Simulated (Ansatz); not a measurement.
Two structures of Si$_{4}$H$_{10}$Cl$_{2}$, closed shell, reached by relaxing down either side of one saddle point (PBE0-D4/def2-TZVP). Energies are electronic, without zero-point energy. Ansatz 0.2.0; basis: def2-TZVPP and def2-QZVPP; cores frozen in the correlated methods. Extrapolation: Hartree–Fock as exp(−7.88 √X), correlation as X^−2.97. First:

Si1  (0.185, 0.801, 0.333)
Si2  (2.173, -0.356, -0.108)
Si3  (-0.996, 1.235, -1.654)
Si4  (-1.061, -0.274, 2.013)
Cl5  (0.792, 2.645, 1.103)
H6  (0.014, -2.390, -0.984)
Cl7  (-1.268, -2.316, -0.975)
H8  (2.955, -0.553, 1.140)
H9  (1.873, -1.708, -0.672)
H10  (2.998, 0.374, -1.105)
H11  (-2.448, 0.975, -1.477)
H12  (-0.478, 0.388, -2.761)
H13  (-0.788, 2.665, -2.004)
H14  (-0.881, 0.492, 3.274)
H15  (-2.504, -0.316, 1.661)
H16  (-0.567, -1.662, 2.217)
(Å)

Second:

```xyz
16
angstrom
Si -0.9837 0.2660 0.0941
Si 3.6580 -1.4811 -0.5470
Si -1.9765 1.6401 -1.5173
Si -2.0479 0.1208 2.1718
Cl 0.9343 0.9638 0.4187
H 2.4026 -2.2064 -0.8601
Cl -0.8625 -1.6397 -0.6886
H 3.6983 -1.1500 0.8995
H 4.8227 -2.3411 -0.8833
H 3.7280 -0.2319 -1.3460
H -3.3525 1.1496 -1.7922
H -1.1643 1.5995 -2.7598
H -2.0407 3.0304 -0.9957
H -2.1142 1.4760 2.7785
H -3.4253 -0.4026 1.9759
H -1.2766 -0.7936 3.0517
```

Task: Which bonds change from the first to the second?

Result: Si₄H₉Cl ([SiH3][Si]([SiH3])([SiH3])[Cl]) + HCl → Si₃H₆Cl₂ ([SiH3][Si]([SiH3])([Cl])[Cl]) + SiH₄; bonds formed: Si1–Cl7, Si2–H6; bonds broken: Si1–Si2, H6–Cl7.

Task: Give the saddle point's structure and its height above each. (Judge from chemistry; the value comes from the calculation.)

Result: Computed: 126.4 kJ/mol above the first and 211.9 kJ/mol above the second (CCSD(T) at an estimated basis limit (MP2 extrapolated from triple and quadruple zeta, plus CCSD(T) − MP2 in triple zeta)).
```xyz
16
angstrom
Si -0.1291 0.4792 0.2000
Si 2.1704 -0.6961 -0.2544
Si -1.1041 1.2224 -1.7821
Si -1.1864 -0.3734 2.0944
Cl 1.1333 2.0442 0.8712
H 0.4878 -1.0125 -0.4005
Cl -1.0533 -1.8241 -0.7642
H 2.6898 -0.6144 1.1261
H 2.3420 -2.0604 -0.8133
H 2.7084 0.3290 -1.1721
H -2.5405 0.8621 -1.7658
H -0.3936 0.5742 -2.9116
H -0.9448 2.6993 -1.8781
H -1.0598 0.6074 3.2066
H -2.6151 -0.6008 1.7741
H -0.5049 -1.6364 2.4697
```

The T1 diagnostic stays at or below 0.014. The end structure is not quite a true minimum (one mode of 33i cm⁻¹).

Labels in which every atom is bracketed show which atoms are joined, not bond orders.

For scale, one of the runs: CCSD(T)/def2-TZVPP, 392 basis functions, launched by `ansatz run in.yaml --threads 4 --pin off --events-out ev --progress --plain --max-ram 41984MiB --backend cuda --devices 0, --max-vram 37GiB`. The run took 16 s on 4 CPU threads of an AMD EPYC 7R13 and a share of one NVIDIA H100 (shared host), with 0.9 GiB of host memory at its peak.
